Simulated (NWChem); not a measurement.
Molecule: GaH₂O₂Cl; SMILES [OH][Ga]([OH])[Cl]

```xyz
6

Ga    -0.0078     0.3013     0.0000
Cl    -0.0201    -1.8297     0.0000
O     -1.5489     1.1640     0.0000
H     -1.4392     2.1217     0.0000
O      1.5140     1.2096     0.0000
H      2.3006     0.6535     0.0000
```
Atoms are numbered in this order, from 1.

Program: NWChem. Geometry: optimised at PBE0/def2-SVP. Total energies compare along this basis series because the functional is fixed.

```
level             basis functions  energy (Ha)  highest occupied level (eV)  orbital gap (eV)  dipole (D)  relative time
----------------  ---------------  -----------  ---------------------------  ----------------  ----------  -------------
PBE0/cc-pVDZ                   83   -2536.2320                        -8.97              7.90        1.82              1
PBE0/aug-cc-pVDZ              127   -2536.2604                        -9.32              7.74        1.57              2
PBE0/cc-pVTZ                  165   -2536.3806                        -9.20              7.95        1.66              3
PBE0/aug-cc-pVTZ              247   -2536.3868                        -9.31              7.77        1.57              5
```

The last column is a rough cost ratio, cheapest run = 1.
